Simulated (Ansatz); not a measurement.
`[SiH3]N([SiH3])B(N([SiH3])[SiH3])N([SiH3])[SiH3]` → B• + 18 H• + 3 N• + 6 Si•  (atomization)

Computed with Ansatz on PBE0-D4/def2-TZVP structures; ΔE is electronic, products minus reactants. CBS: MP2 limit from def2 TZ/QZ plus the TZ coupled-cluster correction, frozen cores. This one scheme is used for every species, atoms too. DFT in def2-TZVPP. Open shells (•) are unrestricted, without spin–orbit coupling. Spin–orbit coupling would lower the free atoms: a little for B, Si. Each species was taken in one conformer, which may not be the lowest.

CCSD(T)/CBS gives +9357.7 kJ/mol.

**Question.** Another level gave +9098.8 kJ/mol. Which?
A. ωB97M-V/def2-TZVPP
B. HF/def2-TZVPP
C. revPBE-D4/def2-TZVPP
D. CCSD(T)/def2-TZVPP

**Answer.** D. CCSD(T)/def2-TZVPP 9098.8, ωB97M-V 9394.6, revPBE-D4 9165.4, HF/def2-TZVPP 6950.4 kJ/mol.

Largest T1 diagnostic among the species: 0.014.

From PBE to PBE0 (25 % exact exchange), in def2-TZVPP and without D4, ΔE moves by −32.9 kJ/mol: exact exchange takes away binding that semilocal exchange gives to molecules. In def2-TZVPP, CCSD(T) changes the Hartree–Fock value by +2148.5 kJ/mol (the triples alone add +108.4 kJ/mol) and MP2 by +2172.3 kJ/mol; breaking electron pairs costs correlation energy, which Hartree–Fock lacks. The D4 term adds +186.3 kJ/mol with B3LYP and +102.6 kJ/mol with PBE0; it sums over pairs of atoms, weighted by their polarisabilities, and B3LYP, whose exchange is more repulsive, gets the larger term.

B3LYP here is the variant with VWN-RPA as its local correlation; programs differ in this.

For atomizations the MP2-based limit and the directly extrapolated one differ by several kJ/mol either way, and by 10 to 25 for some Ge, Se and Sn compounds, so smaller differences from it don't rank the levels.
